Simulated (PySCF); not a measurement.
Gas-phase reaction: GaF3 + 3 HF = GaH3 + 3 F2, at 800 K and a standard pressure of 1 bar. Level: LDA/def2-TZVP†.

Method: PySCF energies plus ideal-gas RRHO corrections (1 bar). † marks an energy on the PBE0/def2-TZVP geometry and frequencies. All species are closed-shell singlets. Ga: all electrons, no relativistic terms. GaH3: computed as isolated molecules; such fragments, hydroxides, amides, oligomers or adducts are transient or little studied in the gas. The harmonic model lacks anharmonicity and excited electronic states, which grow with temperature; levels with a mode under 35 cm⁻¹ are left out.

```csv
species,E (Ha),H(800 K) − E (kJ/mol),S°(800 K) (J/mol/K)
GaF3,-2219.73993,69.5,365.8
HF,-99.84016,48.1,202.4
GaH3,-1923.56118,87.1,270.7
F2,-198.33921,32.0,234.3
```
E: electronic energy; H − E holds the zero-point and thermal terms. 1 Ha = 2625.5 kJ/mol.

Question: Work out ΔH°, ΔS°, ΔG° and log10 K from these numbers.

Answer: 1. ΔE = 1×(-1923.56118) + 3×(-198.33921) − 1×(-2219.73993) − 3×(-99.84016) = 0.68160 Ha = 1789.5 kJ.
2. Δ(H − E) = 1×(87.1) + 3×(32.0) − 1×(69.5) − 3×(48.1) = -30.7 kJ, so ΔH° = 1758.8 kJ.
3. ΔS° = 1×(270.7) + 3×(234.3) − 1×(365.8) − 3×(202.4) = 0.6 J/K; the number of gas molecules stays the same.
4. ΔG° = ΔH° − TΔS° = 1758.8 − 800×(0.6)/1000 = 1758.3 kJ.
5. log10 K = −ΔG°/(RT ln 10) = -114.77, with RT ln 10 = 15.32 kJ/mol; at standard pressures the reactants are favoured.
6. A shift of 10 kJ in ΔE would move log10 K by 0.65 here.
For scale, ΔH°(298 K) is 1763 kJ at this level, 1791 kJ at ωB97M-V/def2-TZVP†, and runs from 1463 to 1948 kJ over the 20 levels computed.
